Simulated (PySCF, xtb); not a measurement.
CH₄FNOSi₂, SMILES F[Si@H]1N=CO[SiH2]1.

GFN2-xTB in xtb at its own geometry gives an orbital gap of 3.29 eV and a dipole moment of 2.62 D.

Coordinates come from a r2SCAN-D4/def2-SVP optimisation. The structure was generated by enumeration; whether it is a known compound was not checked.

What does PySCF with PBE/def2-TZVP give? (The exact figures need the calculation; the answer reports its results.)

gap 4.14 eV (levels -6.31 and -2.17 eV), dipole 1.95 D.
